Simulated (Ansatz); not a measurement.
Basis sets compared for cyclo-(H2SnO)2 (Sn2O2H4). Total charge 0; singlet. Geometry B3LYP-D4/def2-SVP. Ansatz on 4 threads of Arm Neoverse V2 on a shared host; times are rough, and most runs start from earlier orbitals.

Cartesian coordinates in Å:
```
Sn -1.2845 0.6613 0.3684
H -2.7068 -0.2261 0.7525
H -1.4589 2.3707 0.4419
O 0.3676 -0.0193 1.3164
Sn 1.2845 -0.6613 -0.3684
H 1.4590 -2.3707 -0.4419
H 2.7067 0.2262 -0.7525
O -0.3676 0.0192 -1.3164
```

In the def2 sets Sn takes a core potential, while STO-3G treats all electrons; there is no spin–orbit coupling.

STO-3G and 6-31G are all-electron sets without relativity, so their totals don't compare with the def2 sets.

Binding counts from free atoms (Sn triplet, H doublet, O triplet) in the same basis, without a counterpoise term.

```tsv
level	functions	energy (Eh)	HOMO (eV)	LUMO (eV)	binding per atom (eV)	wall time
HF/STO-3G	68	-12076.6354	-6.37	7.63	2.55	0.55 s
PBE-D4/def2-SVP	100	-581.1509	-6.02	-1.90	2.85	0.8 s
PBE0-D4/def2-SVP	100	-581.1620	-7.53	-1.10	2.73	1.2 s
```

(1) Estimate the rows for HF/def2-TZVP, PBE-D4/def2-TZVP, PBE0-D4/def2-TZVP.

Answers

(1) 
```csv
level,functions,energy (Eh),HOMO (eV),LUMO (eV),binding per atom (eV),wall time
HF/def2-TZVP,186,-578.8229,-11.33,1.38,1.74,1.3 s
PBE-D4/def2-TZVP,186,-581.3736,-6.34,-2.14,2.92,1.6 s
PBE0-D4/def2-TZVP,186,-581.3821,-7.79,-1.36,2.80,2.5 s
```
